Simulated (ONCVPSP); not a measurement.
# Pt (Z = 78), ONCV: configuration errors across variants

platinum (Pt), optimised norm-conserving Vanderbilt (ONCV), made with ONCVPSP 4.0.1 (PBE, scalar-relativistic). Core [Kr] 4d10 4f14, reference 5s2 5p6 5d9.5 6s0.5. Waves: 5s+6s: rc 1.55 bohr, ncon 3, nbas 7, qcut 7 1/bohr, 2 projectors; 5p: rc 1.60 bohr, ncon 3, nbas 7, qcut 9 1/bohr, 1 projector; 5d: rc 1.55 bohr, ncon 4, nbas 7, qcut 5.7 1/bohr, 2 projectors, debl 2.6 Ha. Local part: polynomial inside 1.35 bohr (lpopt 3, dvloc0 3 Ha). Core correction: Teter function, fcfact 4.75, rcfact 1.25.

All-electron excitation energies from the reference (eV): (1) 5s2 5p6 5d9 6s1 0.123; (2) 5s2 5p6 5d9 6s0 9.317; (3) 5s2 5p6 5d8 6s0 29.283; (4) 5s2 5p6 5d8 6s2 1.127.

1 further variants failed, have other tests or too few solved ones, and are left out.

Errors AE − PS in meV (a dash: test not solved or not reliable):

```tsv
change	(1)	(2)	(3)	(4)	bound ghosts	GHOST(+) flags above zero
base	+1.0	-1.4	-2.4	-4.8	none	none
local potential polynomial inside 1.25 bohr (lpopt 5, dvloc0 3 Ha)	+0.9	-1.4	-3.0	-5.2	none	none
s: qcut 7.7	+1.2	-1.3	-2.5	-3.0	none	none
d: qcut 7.2	+1.0	-1.4	-2.7	-4.9	none	none
s: nproj 4	+1.0	-1.4	-2.5	-4.9	none	s
core correction Teter function, fcfact 1.1, rcfact 1.25	+1.1	-1.3	-2.6	-4.5	none	none
```

Give the same row for: s: qcut 5.6; p: qcut 7.2; d: qcut 4.6.

-2.4, -5.3, -17, -18; bound ghosts: none; GHOST(+) flags above zero: d.
